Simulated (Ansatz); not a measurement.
A run on BH7SiSn, SMILES `[BH2][SnH2][SiH3]` with other settings.

```yaml
crystal:
  periodic: [false, false, false]
  atoms:
    - {symbol: B, position_ang: [-1.668827, 0.648465, -1.163628]}
    - {symbol: Sn, position_ang: [0.315415, 0.900477, -0.216677]}
    - {symbol: Si, position_ang: [0.936790, -1.276358, 0.952230]}
    - {symbol: H, position_ang: [-2.694798, 0.944185, -0.562907]}
    - {symbol: H, position_ang: [-1.823642, 0.197521, -2.259410]}
    - {symbol: H, position_ang: [0.344104, 2.215511, 0.925564]}
    - {symbol: H, position_ang: [1.475593, 1.250801, -1.345042]}
    - {symbol: H, position_ang: [0.982702, -2.358903, 0.040728]}
    - {symbol: H, position_ang: [2.292197, -1.064150, 1.560094]}
    - {symbol: H, position_ang: [-0.074978, -1.495253, 2.121728]}
basis:
  gaussian: {orbitals: def2-SVPD}
magnetization: {spin_polarized: true, initial_magnetization: 2}
hamiltonian: {xc: {name: wB97}, pseudopotentials: {relativity: scalar}}
accuracy: high
output: {forces: true}
```

```sh
$ ansatz run in.yaml --threads 2 --pin off --events-out ev --progress --plain --max-ram 4352MiB
```

It prints (some lines left out):

```
Functional definition: wB97
  name "wB97"
  cite "Chai & Head-Gordon, J. Chem. Phys. 128, 084106 (2008) doi:10.1063/1.2834918"
  cite "Becke, J. Chem. Phys. 107, 8554 (1997) doi:10.1063/1.475007"
  parameter omega = 0.4/bohr
  parameter cx1 = 1.13116
  parameter cx2 = -2.74915
  parameter cx3 = 12.0900
  parameter cx4 = -5.71642
  parameter css1 = -2.55352
  parameter css2 = 11.8926
  parameter css3 = -26.9452
  parameter css4 = 17.0927
  parameter cos1 = 3.99051
  parameter cos2 = -17.0066
  parameter cos3 = 1.07292
  parameter cos4 = 8.88211
  # The coefficients of nought are those of the uniform gas.
  exchange = spin_sum(e_x_unif_sr(omega)*poly(b97_u_x, 1, cx1, cx2, cx3, cx4)) + exact_x_lr(omega)
  correlation = spin_sum(e_c_pw_same_spin*poly(b97_u_same, 1, css1, css2, css3, css4))
      + integral(e_c_pw_opposite_spin*poly(b97_u_opposite, 1, cos1, cos2, cos3, cos4))
2835 factors; integrals over basis functions are off by at most 3.6e-9 eV
925 factors; integrals over basis functions are off by at most 2.1e-9 eV
mean field evaluation 1: about -14504.9788 eV, gradient 1.3e1 eV
mean field evaluation 2: about -14506.3318 eV, gradient 7.3e0 eV
mean field evaluation 4: about -14506.8177 eV, gradient 8.0e-1 eV
mean field evaluation 8: about -14506.8708 eV, gradient 1.4e-1 eV
mean field evaluation 16: about -14506.8725 eV, gradient 6.2e-4 eV
mean field evaluation 32: about -14506.8725 eV, gradient 1.4e-7 eV
mean field -14506.87247288 eV, -533.1177302670 hartree, gradient 6.1e-8 eV, S^2 2.011984; 0 other end points of the search recorded, 0 dependent functions left out
the calculation of the forces begins
reference -14506.87247152 eV, -533.1177302168 hartree; 25, 23 occupied and 107, 109 virtual orbitals, 2835 factors
Total energy: -14506.87247152 eV, -533.1177302168 hartree
Relativity: scalar
Atom 0 at    -1.668827     0.648465    -1.163628 Å, force    -2.862501    -0.252425    -0.721802 eV/Å
Atom 1 at     0.315415     0.900477    -0.216677 Å, force     0.646781     0.589604     1.264777 eV/Å
Atom 2 at     0.936790    -1.276358     0.952230 Å, force    -0.753719     0.734468     2.166041 eV/Å
Atom 3 at    -2.694798     0.944185    -0.562907 Å, force     0.942975     0.314635     0.797506 eV/Å
Atom 4 at    -1.823642     0.197521    -2.259410 Å, force     1.169731    -0.202949    -0.433966 eV/Å
Atom 5 at     0.344104     2.215511     0.925564 Å, force    -0.226418    -0.300946    -0.294406 eV/Å
Atom 6 at     1.475593     1.250801    -1.345042 Å, force     0.453964     0.221002    -0.794545 eV/Å
Atom 7 at     0.982702    -2.358903     0.040728 Å, force    -0.037893    -1.191139    -0.965020 eV/Å
Atom 8 at     2.292197    -1.064150     1.560094 Å, force    -0.050825     0.035002    -0.087739 eV/Å
Atom 9 at    -0.074978    -1.495253     2.121728 Å, force     0.717905     0.052748    -0.930847 eV/Å
Dipole moment:     0.511057    -0.150660     0.262520 e Å
```

It took 60 s on 2 threads of an Arm Neoverse V2 on a shared host, with 1.3 GiB of host memory at the peak.
